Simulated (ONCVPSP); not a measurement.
# Plane-wave convergence, ONCV potential for P

- Element: phosphorus
- Generator: ONCVPSP 4.0.1
- Type: optimised norm-conserving Vanderbilt (ONCV)
- Functional: PBE
- Relativity: scalar-relativistic
- Frozen core: [Ne]
- Valence charge: 5
- Reference configuration: 3s1 3p4
- Partial waves: 3s: rc 1.70 bohr, ncon 4, nbas 7, qcut 3.5 1/bohr, 3 projectors, debl 2.3 Ha; 3p: rc 1.40 bohr, ncon 5, nbas 10, qcut 6.9 1/bohr, 2 projectors, debl 3.35 Ha; d scattering state at 0.44 Ha: rc 1.80 bohr, ncon 3, nbas 8, qcut 6.2 1/bohr, 2 projectors, debl 2.6 Ha
- Local potential: polynomial inside 1.05 bohr (lpopt 4, dvloc0 1 Ha)
- Core correction: Teter function, fcfact 4.5, rcfact 1.05

Task: For each optimised wave give the share of its norm inside rc, the residual kinetic energy above qcut (Ha) and the cutoffs (Ha) for errors of 10, 1, 0.1 and 0.01 mHa per electron.

Result:

```
         wave  norm inside rc  residual KE  10 mHa  1 mHa  0.1 mHa  0.01 mHa
           3s           0.457      8.8e-03     5.9   29.3     40.2      47.9
s projector 2           0.100      2.6e-02     7.4   18.9     38.5      46.0
s projector 3           0.083      1.7e-01    11.3   36.8     72.2      82.7
           3p           0.160      3.8e-04     3.2   17.6    101.2     168.8
p projector 2           0.109      2.9e-02    53.9  198.5    222.7     241.8
d projector 1           0.145      2.0e-05     8.7   13.3     16.8      26.6
d projector 2           0.167      2.5e-03    16.6   23.4     91.7     133.1
```

The occupied waves need 29 Ha and 101 Ha for 1 and 0.1 mHa. The cutoffs count occupied waves only; projector 2 of the p channel, the hardest unoccupied one, needs 199 Ha at the loose tolerance.
